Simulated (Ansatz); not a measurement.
C₃H₆CuN, SMILES `CC#[N+][Cu-][CH3]` at its PBE0-D4/def2-TZVP geometry, where that method's forces vanish. Total charge 0; spin multiplicity 1.

```xyz
11

C     0.2713    2.6029   -1.6539
C     0.1450    1.3891   -0.8825
N     0.0447    0.4250   -0.2699
Cu   -0.1191   -1.1450    0.7276
C    -0.2868   -2.7506    1.7477
H     0.7331    3.3825   -1.0457
H    -0.7145    2.9406   -1.9780
H     0.8926    2.4211   -2.5324
H     0.6813   -3.0795    2.1416
H    -0.9585   -2.6152    2.6027
H    -0.6891   -3.5709    1.1428
```

Question: What forces (eV/Å) does ωB97M-V/def2-TZVPP give on these atoms in Ansatz? (Best estimate.)

Answer: The calculation gave: 
```
C1   0.041  0.394 -0.250
C2  -0.062 -0.595  0.378
N3   0.063  0.609 -0.387
Cu4 -0.020 -0.197  0.125
C5  -0.009 -0.088  0.056
H6  -0.048 -0.088 -0.056
H7   0.100 -0.043  0.039
H8  -0.064  0.009  0.095
H9  -0.079 -0.001 -0.014
H10  0.050 -0.037 -0.050
H11  0.029  0.038  0.064
```
